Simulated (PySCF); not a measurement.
**Converging HgH in the basis (CCSD(T))**

PySCF, UHF reference; doublet, unpaired electrons σ ↑; De to Hg + H without counterpoise correction. Frozen cores follow the default of each basis and core potential.

```json
{"basis": "def2-SVP", "relativity": "scalar-relativistic core potentials", "functions": "37", "Re (Å)": "1.788", "ωe (cm⁻¹)": "1169", "De (eV)": "0.18", "frozen orbitals": "0"}
{"basis": "def2-SVPD", "relativity": "scalar-relativistic core potentials", "functions": "43", "Re (Å)": "1.783", "ωe (cm⁻¹)": "1201", "De (eV)": "0.29", "frozen orbitals": "0"}
{"basis": "def2-TZVP", "relativity": "scalar-relativistic core potentials", "functions": "49", "Re (Å)": "1.750", "ωe (cm⁻¹)": "1345", "De (eV)": "0.29", "frozen orbitals": "0"}
{"basis": "def2-TZVPP", "relativity": "scalar-relativistic core potentials", "functions": "73", "Re (Å)": "1.745", "ωe (cm⁻¹)": "1374", "De (eV)": "0.39", "frozen orbitals": "0"}
```

How does each smaller set differ from the one with most functions, def2-TZVPP?

def2-SVP: +4.3 pm, -14.9 % in ωe, -0.21 eV in De; def2-SVPD: +3.8 pm, -12.6 % in ωe, -0.10 eV in De; def2-TZVP: +0.5 pm, -2.1 % in ωe, -0.10 eV in De. All at CCSD(T); the set with most functions is neither the basis-set limit nor always the best.

Correlated steps freeze no core orbitals. The bond is weak. Basis-set superposition, not corrected here, can be much of De in a small basis, most of all at correlated wavefunction levels. Spin–orbit coupling is left out. The state was picked by a PBE0 search and need not be the measured ground state.
